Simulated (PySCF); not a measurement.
Ge(F)(Cl)2(NH2) (Cl₂FGeH₂N), SMILES [NH2][Ge]([F])([Cl])[Cl].

Geometry: PBE-D3(BJ)/def2-SVP. The structure was generated by enumeration, and PubChem lists no compound with its InChIKey, so it may never have been made. The values are those of a single conformer.

Level of theory: PBE-D3(BJ)/def2-SVP run with PySCF.

Frequencies are harmonic and unscaled.

```
mode  ν (cm⁻¹)  IR (km/mol)   moving atoms (share of kinetic energy)
----  --------  -----------  ---------------------------------------
1           59         16.1          H 56 %, Cl 21 %, F 11 %, N 11 %
2          146          0.9  Cl 57 %, N 14 %, H 10 %, Ge 10 %, F 9 %
3          163          5.5          H 36 %, Cl 26 %, N 19 %, F 15 %
4          189         17.7         Ge 30 %, Cl 29 %, N 17 %, F 16 %
5          214         19.8         F 42 %, Cl 21 %, N 16 %, Ge 15 %
6          241          7.8          F 41 %, N 26 %, H 14 %, Ge 12 %
7          400         15.9                         Cl 74 %, Ge 19 %
8          442         90.1                         Cl 59 %, Ge 40 %
9          530        200.3                           H 64 %, N 32 %
10         694         32.3           F 52 %, N 25 %, Ge 14 %, H 9 %
11         732         57.7          N 33 %, F 27 %, Ge 24 %, H 16 %
12         884         24.9                           H 87 %, N 11 %
13        1484         30.7                            H 91 %, N 9 %
14        3444         35.8                                   H 96 %
15        3547         35.2                            H 91 %, N 9 %
```
